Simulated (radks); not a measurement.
The numbers below are computed, except where a source is named.
The mean radii <r> (bohr) of the occupied orbitals of an atom or ion are listed with their occupations. Level of theory: scalar-relativistic Kohn-Sham, LB94 model potential, spin-unpolarised, spherical densities, finite nucleus; Fermi nuclear charge, rms radius of each element as measured or else 0.836 A^(1/3) + 0.57 fm (a radial shooting solver on a logarithmic mesh with Libxc functionals).

orbital  occ.      <r>
1s          2  0.05365
2s          2   0.2237

Name the element and its charge.

Answer. Z = 28, nickel, charge +24: Ni24+ in [He] 2s2. The 1s radius gives Z: for a bare nucleus <r> = (2 gamma + 1)/(2Z) with gamma = sqrt(1 - (Z/c)^2), 0.05282 bohr for Z = 28, and screening makes it slightly larger (0.05365 here). The occupations add up to 4, and the charge is Z minus that.
